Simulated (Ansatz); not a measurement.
C2H8GeS, SMILES `CS[CH2][GeH3]`, relaxed with RKS PBE-D4/def2-SVP in Ansatz 0.2.0 from a rough embedded geometry. The force threshold is 0.03 eV/Å; the program also tests the step.

Total charge 0; spin multiplicity 1.

Start:

```xyz
12

C     1.345    0.655    1.173
S     1.584   -0.297   -0.312
C    -0.062   -1.057   -0.222
Ge   -1.397    0.134   -1.151
H     1.231    0.013    2.084
H     2.328    1.281    1.377
H     0.528    1.372    1.099
H    -0.037   -1.990   -0.872
H    -0.339   -1.329    0.766
H    -0.920    0.437   -2.532
H    -1.517    1.399   -0.256
H    -2.745   -0.617   -1.154
```

```tsv
step	energy (eV)	largest force (eV/Å)	largest move (Å)
1	-69529.0417	3.034	0.000
2	-69529.3001	0.666	0.140
3	-69529.3451	0.201	0.056
4	-69529.3481	0.119	0.025
5	-69529.3496	0.090	0.058
6 (rejected)	-69529.3476	0.157	0.071
7	-69529.3506	0.008	0.034
8	-69529.3507	0.017	0.045
```

End:

```xyz
12

C     1.380    0.713    1.255
S     1.607   -0.338   -0.212
C    -0.049   -1.104   -0.323
Ge   -1.411    0.103   -1.111
H     1.181    0.105    2.161
H     2.330    1.264    1.398
H     0.562    1.449    1.115
H     0.066   -1.984   -0.990
H    -0.366   -1.488    0.669
H    -1.042    0.362   -2.593
H    -1.427    1.450   -0.340
H    -2.832   -0.532   -1.029
```

Hardware: 4 threads of an Arm Neoverse V1 on a shared host. Wall time 12 s, peak host memory 0.15 GiB.
